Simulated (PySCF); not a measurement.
# Gd(II) with more and more H2O

Computed with PySCF 2.14.0, PBE0, def2-SVP on the ligands, density fitting, scalar-relativistic core potentials, no spin-orbit coupling, vacuum. The metal has lcecp-0-SVP with ECP54. Each complex is relaxed within the symmetry of its template. Distances are means of the shortest metal–ligand contacts, charges and spins Mulliken's; removal energies are rigid, with the ligand's formal charge and no counterpoise, so too large; for an anion taken off a cation in vacuum most of it is the attraction of opposite charges, and multiply charged cations can part far more cheaply with an electron moved from ligand to metal. lcecp potentials hold a fixed number of 4f electrons in the core, out of states, spins and gaps.

| complex | point group | M–H2O (Å) | charge on M (e) | removal of one H2O (eV) | strongest infrared band, degenerate modes summed (cm⁻¹) | unstable modes (below −25 cm⁻¹) |
| --- | --- | --- | --- | --- | --- | --- |
| [Gd(H2O)]2+ | C2v | 2.412 | 1.78 | 2.46 | 578 | 0 |
| [Gd(H2O)2]2+ | D2d | 2.464 | 1.59 | 2.17 | 562 | 0 (lowest -20 cm⁻¹, within noise) |
| [Gd(H2O)4]2+ | S4 | 2.499 | 1.26 | 1.82 | – | not given |

Problem. What does the calculation give for [Gd(H2O)3]2+?

Solution. point group: D3, M–H2O (Å): 2.475, charge on M (e): 1.42, removal of one H2O (eV): 1.99, strongest infrared band, degenerate modes summed (cm⁻¹): 3829, unstable modes (below −25 cm⁻¹): 0 (lowest -21 cm⁻¹, within noise).
```xyz
10

Gd    0.0000    0.0000    0.0000
O     2.4751    0.0000    0.0000
H     3.0767   -0.6124    0.4576
H     3.0767    0.6124   -0.4576
O    -1.2375    2.1435    0.0000
H    -1.0080    2.9707    0.4576
H    -2.0687    2.3583   -0.4576
O    -1.2376   -2.1435    0.0000
H    -2.0687   -2.3583    0.4576
H    -1.0080   -2.9707   -0.4576
```

The more ligands, the longer each bond and the weaker the last ligand is held.

Members with unstable modes aren't minima as they stand: saddle points kept by symmetry or, where the modes are soft, flat surfaces and noise. Moved off a saddle point of the template and relaxed again: [Gd(H2O)3]2+, [Gd(H2O)4]2+. One start shape was tried for each, so a minimum needn't be the lowest isomer. Oxidation states forced by the potential, rare, strongly oxidising or of another configuration in reality: [Gd(H2O)]2+, [Gd(H2O)2]2+, [Gd(H2O)3]2+, [Gd(H2O)4]2+.
